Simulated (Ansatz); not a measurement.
Cost and result for the atomization energy of H5NOSi2 (9 atoms, 8 bonds).

```xyz
9

O     1.7941    0.1132   -0.6967
Si    0.5903    0.3158   -1.8308
N    -0.7200    0.1314   -0.7389
Si   -0.6659   -0.1676    0.9828
H     2.6927    0.1666   -1.0262
H     0.0213    0.9285    1.7084
H    -1.6433    0.2050   -1.1426
H    -2.0772   -0.2412    1.4484
H     0.0080   -1.4517    1.2956
```

Charge 0, multiplicity 1. The bonds changed during the relaxation, so this is another structure than the one it started from. The geometry is a stationary point of PBE0-D4/def2-TZVP. It is one conformer, not always the lowest. Program: Ansatz. All runs use 2 threads of an Arm Neoverse V1 on a shared host. Times are those of one run each, without the atoms' runs, and a repeat can differ threefold. Electronic energies, without spin–orbit coupling; frozen cores. CCSD(T)/CBS adds CCSD(T) − MP2 in def2-TZVPP to the MP2 limit, and its time is that of the two runs behind it. T1 = 0.014. B3LYP takes the VWN-RPA correlation (the form of Gaussian; ORCA's B3LYP/G).

CCSD(T)/CBS is a level of theory with its own doubt, some kJ/mol a heavy atom from the limit and from the frozen cores, so smaller differences don't rank the functionals.

```csv
level,functions,wall time
LDA (SPW92)/def2-TZVPP,216,1.5 s
revPBE-D4/def2-TZVPP,216,2.6 s
CCSD(T)/def2-SVP,89,3 s
PBE-D4/def2-TZVPP (with forces),216,3.2 s
CAM-B3LYP-D4/def2-TZVPP,216,4.3 s
B3LYP-D4/def2-TZVPP (with forces),216,6 s
r2SCAN-D4/def2-TZVPP (with forces),216,6.5 s
PBE-QIDH/def2-TZVPP,216,7 s
B97M-V/def2-TZVPP,216,10 s
ωB97M-V/def2-TZVPP (with forces),216,15 s
MP2/def2-QZVPP,404,24 s
CCSD(T)/def2-TZVPP,216,81 s
CCSD(T)/CBS(def2),–,100 s
```

Task: What atomization energy does each give, and how far from CCSD(T)/CBS? (Estimate.)

Result: The calculation gave: 
```json
{"level": "LDA (SPW92)/def2-TZVPP", "atomization (kcal/mol)": "839.6", "difference from CCSD(T)/CBS": "96.1", "per bond": "12.0"}
{"level": "revPBE-D4/def2-TZVPP", "atomization (kcal/mol)": "727.5", "difference from CCSD(T)/CBS": "-16.0", "per bond": "-2.0"}
{"level": "CCSD(T)/def2-SVP", "atomization (kcal/mol)": "677.5", "difference from CCSD(T)/CBS": "-66.0", "per bond": "-8.3"}
{"level": "PBE-D4/def2-TZVPP (with forces)", "atomization (kcal/mol)": "744.4", "difference from CCSD(T)/CBS": "0.9", "per bond": "0.1"}
{"level": "CAM-B3LYP-D4/def2-TZVPP", "atomization (kcal/mol)": "745.5", "difference from CCSD(T)/CBS": "2.0", "per bond": "0.2"}
{"level": "B3LYP-D4/def2-TZVPP (with forces)", "atomization (kcal/mol)": "741.6", "difference from CCSD(T)/CBS": "-1.9", "per bond": "-0.2"}
{"level": "r2SCAN-D4/def2-TZVPP (with forces)", "atomization (kcal/mol)": "736.3", "difference from CCSD(T)/CBS": "-7.2", "per bond": "-0.9"}
{"level": "PBE-QIDH/def2-TZVPP", "atomization (kcal/mol)": "726.2", "difference from CCSD(T)/CBS": "-17.3", "per bond": "-2.2"}
{"level": "B97M-V/def2-TZVPP", "atomization (kcal/mol)": "742.1", "difference from CCSD(T)/CBS": "-1.4", "per bond": "-0.2"}
{"level": "ωB97M-V/def2-TZVPP (with forces)", "atomization (kcal/mol)": "746.3", "difference from CCSD(T)/CBS": "2.8", "per bond": "0.3"}
{"level": "MP2/def2-QZVPP", "atomization (kcal/mol)": "742.9", "difference from CCSD(T)/CBS": "-0.6", "per bond": "-0.1"}
{"level": "CCSD(T)/def2-TZVPP", "atomization (kcal/mol)": "718.7", "difference from CCSD(T)/CBS": "-24.8", "per bond": "-3.1"}
{"level": "CCSD(T)/CBS(def2)", "atomization (kcal/mol)": "743.5", "difference from CCSD(T)/CBS": "0.0", "per bond": "0.0"}
```

The D4 term adds +8.0 kcal/mol with B3LYP and +4.1 kcal/mol with PBE0; it sums over pairs of atoms, weighted by their polarisabilities, and B3LYP, whose exchange is more repulsive, gets the larger term. From r2SCAN to r2SCAN0 (25 % exact exchange), in def2-TZVPP and without D4, the atomization energy moves by −13.6 kcal/mol: exact exchange takes away binding that semilocal exchange gives to molecules. Leaving LDA and LC-ωPBE aside and taking each functional with its dispersion term where it has one, the values, not all of them listed here, spread over 26.5 kcal/mol, from BHLYP-D4 to ωB97M-V. LDA lies +100.2 kcal/mol from PBE without D4, its usual overbinding.
